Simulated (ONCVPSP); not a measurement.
**nitrogen, ONCV: configuration errors across variants**

```
Element                 : N (Z = 7)
Generator               : ONCVPSP 4.0.1
Type                    : optimised norm-conserving Vanderbilt (ONCV)
Functional              : BLYP
Relativity              : scalar-relativistic
Frozen core             : [He]
Valence charge          : 5
Reference configuration : 2s2 2p2 (charge +1)
Partial waves           : 2s: rc 1.05 bohr, ncon 3, nbas 6, qcut 7.4 1/bohr, 2 projectors, debl 2 Ha; 2p: rc 1.05 bohr, ncon 3, nbas 6, qcut 8.3 1/bohr, local
Local potential         : the p channel
Core correction         : Teter function, fcfact 4.5, rcfact 1.75
```

All-electron excitation energies from the reference (eV): (1) 2s2 2p3 -13.574; (2) 2s2 2p1 28.873; (3) 2s2 2p0 76.032; (4) 2s1 2p3 11.657.

5 further variants failed, have other tests or too few solved ones, and are left out.

A true bound ghost makes a file unfit for plane-wave use even where its test errors are small: the radial tests pick states by their node count and pass the ghost by.

Errors AE − PS in meV (a dash: test not solved or not reliable):

```tsv
change	(1)	(2)	(3)	(4)	bound ghosts	GHOST(+) flags above zero
base	+1.5	+13	+125	+13	s	none
p: rc 0.84	+1.3	+0.5	+30	+9.2	none	none
p: rc 0.96	+1.4	+6.9	+81	+11	none	none
p: rc 1	+1.4	+9.4	+100	+11	none	s
```

(1) Give the same row for: p: rc 0.72.

## Answers

(1) +1.0, -4.4, -12, +6.5; bound ghosts: none; GHOST(+) flags above zero: none.
